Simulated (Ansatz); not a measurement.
Reaction (ligand exchange at a Mo–N bond): `[NH2][Mo](=[O])(=[O])[OH]` + HCl → `[O]=[Mo](=[O])([OH])[Cl]` + NH₃

Program: Ansatz. Geometries: PBE0-D4/def2-TZVP. ΔE: electronic, gas phase. CBS: MP2 limit from def2 TZ/QZ plus the TZ coupled-cluster correction, frozen cores. This one scheme is used for every species. DFT in def2-TZVPP. HSE06 is defined as in plane-wave codes. Elements past krypton have def2 core potentials. For Mo outer-core shells are correlated without core-valence functions, which leaves a few kJ/mol of doubt a bond. One conformer a species, not always the lowest.

`[NH2][Mo](=[O])(=[O])[OH]`:

Cartesian coordinates in Å:
```
N 0.165 1.391 0.273
Mo 0.330 -0.497 -0.053
O 1.432 -1.124 1.048
O 0.845 -0.706 -1.638
O -1.323 -1.355 0.203
H 0.045 2.075 -0.459
H 0.393 1.824 1.156
H -1.888 -1.609 -0.531
```

HCl:

Cartesian coordinates in Å:
```
Cl 0.039 0.604 -0.205
H -0.039 -0.604 0.205
```

`[O]=[Mo](=[O])([OH])[Cl]`:

```xyz
6

O     1.871    0.439   -0.343
Mo    0.311    0.192    0.195
O    -0.413    1.684    0.383
O    -0.613   -0.820   -1.064
Cl    0.353   -0.865    2.186
H    -1.509   -0.631   -1.358
```

NH₃:

```xyz
4

N    -0.244    0.057   -0.129
H    -0.370   -0.568    0.658
H     0.417   -0.385   -0.755
H     0.197    0.896    0.226
```

**Question.** Is it downhill or uphill in electronic energy at CCSD(T)/CBS, and by how much? (Best estimate.)

**Answer.** Computed: Downhill: ΔE = -14.8 kcal/mol.

**Question.** What do these levels give: LDA (SPW92), BLYP-D4, r2SCAN-D4, B2PLYP, r2SCAN, PBE0, HSE06, CCSD/def2-SVP, SCS-MP2/def2-TZVPP, MP2/def2-QZVPP, SCS-MP2/def2-QZVPP, HF/CBS(def2)? (An estimate is asked.)

**Answer.** The calculation gave: LDA (SPW92) -12.5, BLYP-D4 -14.0, r2SCAN-D4 -15.1, B2PLYP -15.7, r2SCAN -15.2, PBE0 -14.5, HSE06 -14.6, CCSD/def2-SVP -12.2, SCS-MP2/def2-TZVPP -17.1, MP2/def2-QZVPP -18.8, SCS-MP2/def2-QZVPP -17.7, HF/CBS(def2) -14.3 kcal/mol.

Largest T1 diagnostic among the species: 0.025, so the coupled-cluster value is less sure than usual.

Leaving LDA and LC-ωPBE aside and taking each functional with its dispersion term where it has one, the values, not all of them listed here, spread over 3.4 kcal/mol, from B97M-V to CAM-B3LYP-D4. LDA lies +2.1 kcal/mol from PBE without D4. At CCSD(T), def2-SVP lies +2.1 kcal/mol from the extrapolated value and def2-TZVPP +0.8 kcal/mol.
